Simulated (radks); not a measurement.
Values are calculated unless marked as measured or tabulated.
Removal energies from the mercury ion Hg+, [Xe] 4f14 5d10 6s1, by Delta-SCF beside the eigenvalue of the level emptied. Level of theory: scalar-relativistic Kohn-Sham, LDA (Slater exchange, Perdew-Wang correlation), spin-polarised, spherical densities, finite nucleus; Fermi nuclear charge, rms radius of each element as measured or else 0.836 A^(1/3) + 0.57 fm (a radial shooting solver on a logarithmic mesh with Libxc functionals). Open shells are filled with parallel spins first.

| removed from | final configuration | Delta-SCF (eV) | -eigenvalue (eV) |
|---|---|---|---|
| 6s | [Xe] 4f14 5d10 | 19.554 | 15.408 |
| 5d | [Xe] 4f14 5d9 6s1 | 25.027 | 18.937 |
| 5p | [Kr] 4d10 4f14 5s2 5p5 5d10 6s1 | 83.101 | 75.867 |
| 4f | [Xe] 4f13 5d10 6s1 | 118.21 | 105.41 |
